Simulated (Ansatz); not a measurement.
Species: CH2Cl3Sn, net charge 0, doublet state. It need not be the lowest isomer of its formula. SMILES: [CH2][Sn]([Cl])([Cl])[Cl]
Geometry from a B3LYP-D3(BJ)/def2-TZVP (Ansatz, a program for electronic structure) optimisation:
```xyz
7

C     -1.2648    -1.7081    -0.9618
Sn    -0.1295    -0.1750    -0.0979
Cl     0.1827     1.5663    -1.6070
Cl    -1.1353     0.7328     1.7960
Cl     1.9638    -0.9334     0.5782
H     -1.2984    -2.6911    -0.5119
H     -1.8292    -1.5248    -1.8661
```
Charge 0, spin multiplicity 2.

Computed values are from Ansatz. Valence correlation only, unless marked. Open shells are spin-unrestricted. No spin-orbit coupling. Frozen are the shells of the preceding noble gas and the d and f shells that filled before the atom's block. In def2 rows, elements after Kr have scalar-relativistic effective core potentials. CBS(X,Y): correlation extrapolated as X^-3; Hartree-Fock from the larger set. The bracket is a focal-point correction in the basis named.

What is the atomisation energy De at RI-MP2/CBS(def2-TZVPP,def2-QZVPP)+[CCSD(T)-MP2]/def2-TZVPP?

500.6 kcal/mol.

What is the T1 diagnostic at CCSD/def2-TZVPP?

0.010.

What is the dipole moment at CCSD(T)/def2-SVPD?

3.04 D.

What is the total energy at RI-MP2/CBS(def2-TZVPP,def2-QZVPP)+[CCSD(T)-MP2]/def2-TZVPP?

-1632.1168 Eh.
